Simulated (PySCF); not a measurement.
## Kr¹⁹⁺: ionisation energy

Kr¹⁹⁺ [Ne] 3s2 3p5 (2P) → Kr²⁰⁺ [Ne] 3s2 3p4 (3P), as a difference of total energies. Calculation: PySCF 2.14, in an uncontracted even-tempered set (17 s from 1.7 bohr⁻², ratio 2.5; 11 p from 2.2 bohr⁻², ratio 2.5; 5 d from 12 bohr⁻², ratio 2.7; 4 f from 18 bohr⁻², ratio 2.7); no relativity, point nucleus. Correlated levels: outer shells: 1s2 frozen; virtual orbitals above 40 to 60 times the deepest correlated orbital energy dropped. The calculations carry no spin-orbit coupling.

```
                method  ionisation energy (eV)
                   UHF                  829.09
    MP2 (outer shells)                  830.07
SCS-MP2 (outer shells)                  830.00
   CCSD (outer shells)                  829.98
CCSD(T) (outer shells)                  829.98
```

**Question.** How much does correlation contribute at CCSD(T) (outer shells)?

**Answer.** 829.98 − (829.09) = 0.89 eV, measured against UHF.

Spin-orbit coupling is strong in these open shells (close to jj coupling). The scalar numbers leave it out and a first-order estimate fails, so it can dominate the gap to the real levels.

All relativistic terms are absent from these numbers, so their closeness to the reference says little about the methods.

For comparison: 831.6 ± 0.9 eV (semi-empirical (NIST evaluation); NIST Atomic Spectra Database, ionization energies).
